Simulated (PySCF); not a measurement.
A calculated (MN15, PySCF 2.14, x2c-SVPall, scalar relativity by spin-free X2C-1e) atom or ion has these occupied shells.

| shell | electrons | orbital energy (eV) | rms radius, mean of both spins (bohr) |
| --- | --- | --- | --- |
| 1s α | 1 | -1792.0 | 0.129 |
| 1s β | 1 | -1791.9 | 0.129 |
| 2s α | 1 | -151.59 | 0.624 |
| 2s β | 1 | -151.50 | 0.624 |
| 2p α | 3 | -110.63 | 0.602 |
| 2p β | 3 | -110.49 | 0.602 |
| 3s α | 1 | -20.832 | 2.24 |
| 3s β | 1 | -19.850 | 2.24 |
| 3p α | 1 | -13.445 | 2.66 |

Task: Name the element and its charge.

Result: Si⁺ (silicon, charge +1), in [Ne] 3s2 3p1, 2P determinant.
